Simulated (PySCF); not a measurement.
Magnetic susceptibility: `CC[C@@H]1[C@H]2CCC[C@@H]12`, C$_{8}$H$_{14}$

Geometry (Å), atoms numbered from 1 in this order:
```xyz
22

C     2.8216    0.7764    0.3811
C     1.9990   -0.4970    0.2075
C     0.5181   -0.2126    0.3040
C    -0.4611   -1.1274   -0.3748
C    -1.8664   -1.1767    0.1855
C    -2.2800    0.2940    0.3436
C    -1.4726    1.0723   -0.7059
C    -0.2201    0.2506   -0.9198
H     2.6355    1.2200    1.3567
H     3.8845    0.5618    0.2977
H     2.5542    1.5048   -0.3809
H     2.2814   -1.2203    0.9776
H     2.2214   -0.9432   -0.7643
H     0.2279    0.2152    1.2554
H    -0.0882   -2.0115   -0.8729
H    -1.9191   -1.7152    1.1330
H    -2.5203   -1.6837   -0.5274
H    -2.0288    0.6464    1.3442
H    -3.3527    0.4285    0.2098
H    -2.0259    1.1366   -1.6454
H    -1.2536    2.0882   -0.3732
H     0.3346    0.4121   -1.8333
```

Level of theory: GIAO B3LYP/pcSseg-1 magnetisability, rotational g tensor and spin-rotation constants, non-relativistic, gas phase in PySCF. Geometry: GFN2-xTB.

Problem. What are the magnetisability and the molar susceptibility?

Solution. Isotropic -1558 × 10⁻³⁰ J/T², or -93.8 × 10⁻⁶ cm³/mol; principal values -1664, -1536, -1475 × 10⁻³⁰ J/T², anisotropy 167 × 10⁻³⁰ J/T² (root of half the summed squared differences of the principal values). The susceptibility is in cgs units.

Problem. Split it along the inertial axes a, b, c into diamagnetic and paramagnetic parts about the centre of mass, with the quadrupole moment.

Solution. 
```tsv
axis	χ (10⁻⁶ cm³/mol)	diamagnetic (10⁻⁶ cm³/mol)	paramagnetic (10⁻⁶ cm³/mol)	summed x² of all electrons (Å²)	quadrupole Θ (D Å)
a	-98.6	-416.4	317.7	222.8	+0.03
b	-90.1	-1095.1	1005.0	62.8	-1.31
c	-92.9	-1211.4	1118.5	35.4	+1.29
```
Anisotropies 2χaa − χbb − χcc = -14.3 and 2χbb − χaa − χcc = +11.3 × 10⁻⁶ cm³/mol. Θ is traceless in Buckingham's convention.

Problem. And the rotational g tensor?

Solution. 
```csv
axis,rotational constant (GHz),g,nuclear part,electronic part
a,4.3887,+0.0127,0.6678,-0.6551
b,1.3044,-0.0010,0.6149,-0.6159
c,1.1634,-0.0002,0.6111,-0.6113
```
Asymmetric top; isotopes 12C, 1H; no vibrational averaging.
